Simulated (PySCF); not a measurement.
From one molecule to another.

First species: H7NSSi2.
Bonds: N1–Si2, Si2–S3, S3–Si4. Hydrogens: H5, H6 on N1; H7, H8 on Si2; H9, H10, H11 on Si4.

Second species: C5H5ClO.
InChI=1S/C5H5ClO/c1-3-5(6)4-7-2/h1,4H,2H3/b5-4+

Levels: PBE0/def2-SVPD for dipole moment, HOMO energy, LUMO energy, HOMO–LUMO gap, static isotropic polarisability and electronic spatial extent ⟨r²⟩ about the centre of nuclear charge; TDDFT PBE0/def2-SVPD for lowest singlet excitation; TDA PBE0/def2-SVPD for lowest triplet excitation (Tamm–Dancoff); GFN2-xTB for rotational constant A and rotational constant C. Geometries: GFN2-xTB. Each species is one conformer at its optimised geometry, gas phase, non-relativistic unless stated; the electronic structure was computed with PySCF and density fitting.

The conformers computed, where there is a choice (atom-mapped SMILES and torsion angles):
- `[NH2:1][SiH2:2][S:3][SiH3:4]`: N1–Si2–S3–Si4 -61°, H–N1–Si2–S3 -39°, H–N1–Si2–S3 -178°
- `[CH:1]#[C:2]/[C:3]([Cl:4])=[CH:5]\[O:6][CH3:7]`: C3–C5–O6–C7 0°

Values for the first species:

```
Dipole moment                                                     : 2.05 D
HOMO energy                                                       : -7.26 eV
LUMO energy                                                       : -0.12 eV
HOMO–LUMO gap                                                     : 7.14 eV
Lowest singlet excitation                                         : 5.87 eV
Lowest triplet excitation (Tamm–Dancoff)                          : 5.48 eV
Static isotropic polarisability                                   : 83.4 au
Electronic spatial extent ⟨r²⟩ about the centre of nuclear charge : 784 bohr²
Rotational constant A                                             : 5.546 GHz
Rotational constant C                                             : 1.632 GHz
```

**Question.** Estimate the same properties for the second species, and the change in each.

**Answer.** 
```csv
property,first,second,second less first
dipole moment,2.05 D,2.46 D,+0.41 D
HOMO energy,-7.26 eV,-6.58 eV,+0.68 eV
LUMO energy,-0.12 eV,-0.89 eV,-0.77 eV
HOMO–LUMO gap,7.14 eV,5.69 eV,-1.45 eV
lowest singlet excitation,5.87 eV,4.53 eV,-1.34 eV
lowest triplet excitation (Tamm–Dancoff),5.48 eV,3.22 eV,-2.26 eV
static isotropic polarisability,83.4 au,79.3 au,-4.1 au
electronic spatial extent ⟨r²⟩ about the centre of nuclear charge,784 bohr²,1007 bohr²,+223 bohr²
rotational constant A,5.546 GHz,3.200 GHz,-2.346 GHz
rotational constant C,1.632 GHz,1.084 GHz,-0.548 GHz
```

On the first: The polarisability is 12.36 Å³ as a volume (1 au = 0.148185 Å³), or 1.44 au for each of the 58 electrons. S1 lies 1.27 eV below the HOMO–LUMO gap; its leading configuration is HOMO→LUMO, weight 0.94.

On the second: S1 lies 1.16 eV below the HOMO–LUMO gap; its leading configuration is HOMO→LUMO+1, weight 0.98. In wavenumbers S1 is 36500 cm⁻¹ (1 eV = 8065.54 cm⁻¹).
